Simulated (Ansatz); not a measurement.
C₆H₆, charge +1, doublet, at a GFN2-xTB geometry (a state made from the parent by changing its charge; the spin is typed, not shown lowest); Ansatz (a first-principles code) with B3LYP/6-31G*.

The Ansatz input:
Ansatz 0.2 input:
```yaml
crystal:
  periodic: [false, false, false]
  atoms:
    - {symbol: C, position_ang: [-0.01688515, 1.36947427, 0.00961642]}
    - {symbol: C, position_ang: [1.19379954, 0.67131572, 0.00390052]}
    - {symbol: C, position_ang: [1.23406477, -0.71230281, 0.09409357]}
    - {symbol: C, position_ang: [0.01688515, -1.36947427, -0.00961642]}
    - {symbol: C, position_ang: [-1.19379954, -0.67131572, -0.00390052]}
    - {symbol: C, position_ang: [-1.23406477, 0.71230281, -0.09409357]}
    - {symbol: H, position_ang: [-0.01954353, 2.44190082, 0.18080582]}
    - {symbol: H, position_ang: [2.12430322, 1.20778904, -0.15663252]}
    - {symbol: H, position_ang: [2.16826329, -1.25109082, 0.10012212]}
    - {symbol: H, position_ang: [0.01954353, -2.44190082, -0.18080582]}
    - {symbol: H, position_ang: [-2.12430322, -1.20778904, 0.15663252]}
    - {symbol: H, position_ang: [-2.16826329, 1.25109082, -0.10012212]}
basis:
  gaussian:
    orbitals: 6-31G*
hamiltonian:
  xc: b3lyp
total_charge: 1
magnetization: {spin_polarized: true, initial_magnetization: 1}
```

What does Ansatz print? Leave out banner, timings and long lists.


```
Functional definition: B3LYP
1060 factors; integrals over basis functions are off by at most 1.7e-3 eV
mean field evaluation 1: about -6301.6586 eV, gradient 4.1e1 eV
mean field evaluation 2: about -6301.8837 eV, gradient 4.2e1 eV
mean field evaluation 4: about -6310.4562 eV, gradient 9.3e-1 eV
mean field evaluation 8: about -6310.7406 eV, gradient 1.6e-1 eV
mean field evaluation 16: about -6310.7408 eV, gradient 7.6e-4 eV
mean field -6310.74079774 eV, -231.9154467433 hartree, gradient 4.0e-6 eV, S^2 0.764139; 1 other end points of the search recorded, 0 dependent functions left out
reference -6310.74099396 eV, -231.9154539540 hartree; 21, 20 occupied and 81, 82 virtual orbitals, 1060 factors
Total energy: -6310.74099396 eV, -231.9154539540 hartree
```
